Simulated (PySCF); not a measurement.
F (SMILES [F-]), charge -1, singlet; MP2/cc-pVTZ (PySCF).

Input for PySCF:
```python
from pyscf import gto, scf, mp

mol = gto.Mole()
mol.atom = '''
    F     0.00000000    0.00000000    0.00000000
'''
mol.basis = 'cc-pvtz'
mol.charge = -1
mol.verbose = 4
mol.build()

mf = scf.RHF(mol)
mf.kernel()

pt = mp.MP2(mf)
pt.kernel()
print('E(MP2) = %.10f' % pt.e_tot)
```

The log (banner, timings and long lists left out):

```
PySCF version 2.14.0

[INPUT] verbose = 4
[INPUT] num. atoms = 1
[INPUT] num. electrons = 10
[INPUT] charge = -1
[INPUT] spin (= nelec alpha-beta = 2S) = 0
[INPUT] symmetry False subgroup None
[INPUT] Mole.unit = angstrom
[INPUT] Symbol           X                Y                Z      unit          X                Y                Z       unit  Magmom
[INPUT]  1 F      0.000000000000   0.000000000000   0.000000000000 AA    0.000000000000   0.000000000000   0.000000000000 Bohr   0.0

nuclear repulsion = 0
number of shells = 9
number of NR pGTOs = 42
number of NR cGTOs = 30
basis = cc-pvtz
ecp = {}

******** <class 'pyscf.scf.hf.RHF'> ********
method = RHF
initial guess = minao
damping factor = 0
level_shift factor = 0
DIIS = <class 'pyscf.scf.diis.CDIIS'>
diis_start_cycle = 1
diis_space = 8
diis_damp = 0
SCF conv_tol = 1e-09
SCF conv_tol_grad = None
SCF max_cycles = 50
direct_scf = True
direct_scf_tol = 1e-13
Set gradient conv threshold to 3.16228e-05
Initial guess from minao.
init E= -99.0448196482029
  HOMO = -0.611902993504137  LUMO = 0.900803861874171  gap/eV = 41.16285
cycle= 1 E= -99.3414348159669  delta_E= -0.297  |g|= 0.713  |ddm|= 0.304
  HOMO = 0.0345746655466348  LUMO = 1.4468833484715  gap/eV = 38.43088
cycle= 2 E= -99.3918247783146  delta_E= -0.0504  |g|= 0.52  |ddm|= 0.562
  HOMO = -0.117775786054216  LUMO = 1.36792998417059  gap/eV = 40.42811
cycle= 3 E= -99.4242529429893  delta_E= -0.0324  |g|= 0.0222  |ddm|= 0.185
  HOMO = -0.129573537911259  LUMO = 1.36416290929476  gap/eV = 40.64664
cycle= 4 E= -99.4242986985705  delta_E= -4.58e-05  |g|= 0.000539  |ddm|= 0.00558
  HOMO = -0.129598068195445  LUMO = 1.36392816020438  gap/eV = 40.64092
cycle= 5 E= -99.4242987360787  delta_E= -3.75e-08  |g|= 7.97e-05  |ddm|= 0.000247
  HOMO = -0.129610404198563  LUMO = 1.36394492924415  gap/eV = 40.64171
cycle= 6 E= -99.4242987372272  delta_E= -1.15e-09  |g|= 6.84e-06  |ddm|= 6.09e-05
  HOMO = -0.129605409668233  LUMO = 1.36394417269056  gap/eV = 40.64155
cycle= 7 E= -99.4242987372321  delta_E= -4.9e-12  |g|= 6.67e-08  |ddm|= 3.39e-06
  HOMO = -0.129605396274438  LUMO = 1.36394418745026  gap/eV = 40.64155
Extra cycle  E= -99.424298737232  delta_E= 1.42e-13  |g|= 2.1e-08  |ddm|= 5.57e-08
converged SCF energy = -99.424298737232

******** <class 'pyscf.mp.mp2.RMP2'> ********
nocc = 5, nmo = 30
E(RMP2) = -99.7056911118885  E_corr = -0.281392374656511
E(SCS-RMP2) = -99.697868435094  E_corr = -0.273569697862044
E_corr(same-spin) = -0.0739628673758873
E_corr(oppo-spin) = -0.207429507280624
E(MP2) = -99.7056911119
```
